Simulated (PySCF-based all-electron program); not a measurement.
Results of a calculation; reference values are marked as such.
**Distorting CH₆Ge, singlet**

Method: all-electron DFT (in-house code on PySCF), basis-limit composite values; Koelling–Harmon scalar relativity, no spin–orbit coupling, spin-restricted. Forces are good to about 0.011 eV/Å. Atoms are numbered as listed.

Shape A:

| atom | x (Å) | y (Å) | z (Å) |
| --- | --- | --- | --- |
| Ge | 0.0000 | 0.0000 | 0.0000 |
| C | 0.0000 | 0.0000 | 1.9450 |
| H | 1.4378 | 0.0000 | -0.5376 |
| H | -0.7189 | 1.2452 | -0.5376 |
| H | -0.7189 | -1.2452 | -0.5376 |
| H | 0.5128 | 0.8882 | 2.3285 |
| H | -1.0257 | 0.0000 | 2.3285 |
| H | 0.5128 | -0.8882 | 2.3285 |

PBE forces:

```
atom      Fx      Fy  Fz (eV/Å)
 Ge1   0.000   0.000     -0.164
  C2   0.000   0.000      0.267
  H3   0.077   0.000     -0.031
  H4  -0.038   0.067     -0.031
  H5  -0.038  -0.067     -0.031
  H6   0.023   0.041     -0.003
  H7  -0.047   0.000     -0.003
  H8   0.023  -0.041     -0.003
```

Problem. What forces does PBE0 give in shape A?

Solution. The forces move by 0.178 eV/Å (r.m.s. over the atoms) from PBE.

```tsv
atom	Fx	Fy	Fz (eV/Å)
Ge1	0.000	0.000	-0.087
C2	0.000	0.000	0.253
H3	-0.078	0.000	0.031
H4	0.039	-0.067	0.031
H5	0.039	0.067	0.031
H6	-0.086	-0.148	-0.086
H7	0.171	0.000	-0.086
H8	-0.086	0.148	-0.086
```

Shape B:

```xyz
8

Ge    0.0000    0.0000    0.0000
C     0.0000    0.0000    2.1395
H     1.4378    0.0000   -0.5376
H    -0.7189    1.2452   -0.5376
H    -0.7189   -1.2452   -0.5376
H     0.5128    0.8882    2.5230
H    -1.0257    0.0000    2.5230
H     0.5128   -0.8882    2.5230
```

Against shape A, Ge1–C2 goes from 1.945 to 2.139 Å.

Problem. What forces does PBE give in shape B?

Solution. 

| atom | Fx | Fy | Fz (eV/Å) |
| --- | --- | --- | --- |
| Ge1 | 0.000 | 0.000 | 1.776 |
| C2 | 0.000 | 0.000 | -1.395 |
| H3 | 0.082 | 0.000 | 0.048 |
| H4 | -0.041 | 0.071 | 0.048 |
| H5 | -0.041 | -0.071 | 0.048 |
| H6 | 0.043 | 0.075 | -0.175 |
| H7 | -0.087 | 0.000 | -0.175 |
| H8 | 0.043 | -0.075 | -0.175 |

Problem. What forces does HSE06 give in shape B?

Solution. The forces move by 0.178 eV/Å (r.m.s. over the atoms) from PBE.

```
atom      Fx      Fy  Fz (eV/Å)
 Ge1   0.000   0.000      1.877
  C2   0.000   0.000     -1.450
  H3  -0.072   0.000      0.113
  H4   0.036  -0.063      0.113
  H5   0.036   0.063      0.113
  H6  -0.064  -0.111     -0.255
  H7   0.128   0.000     -0.255
  H8  -0.064   0.111     -0.255
```

Shape C:

```xyz
8

Ge    0.0000    0.0000    0.0000
C     0.0000    0.0000    1.7505
H     1.4378    0.0000   -0.5376
H    -0.7189    1.2452   -0.5376
H    -0.7189   -1.2452   -0.5376
H     0.5128    0.8882    2.1340
H    -1.0257    0.0000    2.1340
H     0.5128   -0.8882    2.1340
```

Against shape A, Ge1–C2 goes from 1.945 to 1.750 Å.

PBE forces:

| atom | Fx | Fy | Fz (eV/Å) |
| --- | --- | --- | --- |
| Ge1 | 0.000 | 0.000 | -4.944 |
| C2 | 0.000 | 0.000 | 4.778 |
| H3 | 0.093 | 0.000 | -0.151 |
| H4 | -0.046 | 0.080 | -0.151 |
| H5 | -0.046 | -0.080 | -0.151 |
| H6 | 0.000 | 0.000 | 0.207 |
| H7 | 0.000 | 0.000 | 0.207 |
| H8 | 0.000 | 0.000 | 0.207 |

Problem. What forces does PBE0 give in shape C?

Solution. The forces move by 0.179 eV/Å (r.m.s. over the atoms) from PBE.

```
atom      Fx      Fy  Fz (eV/Å)
 Ge1   0.000   0.000     -4.942
  C2   0.000   0.000      4.872
  H3  -0.058   0.000     -0.094
  H4   0.029  -0.050     -0.094
  H5   0.029   0.050     -0.094
  H6  -0.110  -0.191      0.117
  H7   0.220   0.000      0.117
  H8  -0.110   0.191      0.117
```
